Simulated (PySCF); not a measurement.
C₂H₈FNSi₂, SMILES [Si@H]1(N)[SiH2]C[C@@H]1F.

Geometry: r2SCAN-D4/def2-SVP. The structure was generated by enumeration; whether it is a known compound was not checked. Other conformers were not sampled.

These are TDDFT-PBE/def2-SVPD in PySCF 2.14.0 values and carry that method's errors.

Vertical excitations. 

Computed UV-visible absorptions:
```csv
state,energy (eV),λ (nm),f,main pairs
S1,4.80,258,0.007,HOMO→LUMO 98 %
S2,5.27,235,0.045,HOMO→LUMO+1 93 %
S3,5.70,218,0.015,HOMO→LUMO+2 89 %
S4,5.90,210,0.007,"HOMO→LUMO+4 51 %, HOMO→LUMO+3 47 %"
S5,5.95,209,0.024,HOMO−1→LUMO 91 %
S6,5.98,207,0.044,"HOMO→LUMO+3 44 %, HOMO→LUMO+4 40 %, HOMO→LUMO+2 7 %"
S7,6.22,199,0.002,HOMO−2→LUMO 97 %
S8,6.46,192,0.054,HOMO−1→LUMO+1 79 %
S9,6.56,189,0.005,"HOMO−3→LUMO 77 %, HOMO→LUMO+5 12 %"
S10,6.61,188,0.002,"HOMO−2→LUMO+1 80 %, HOMO→LUMO+5 13 %"
T1,4.42,280,0,HOMO→LUMO 98 %
T2,4.87,255,0,HOMO→LUMO+1 96 %
T3,5.39,230,0,"HOMO−1→LUMO 63 %, HOMO→LUMO+2 32 %"
T4,5.49,226,0,"HOMO→LUMO+2 59 %, HOMO−1→LUMO 32 %"
```
Triplets are in the Tamm–Dancoff approximation, which puts them higher than full response would, so one can lie above its singlet here.
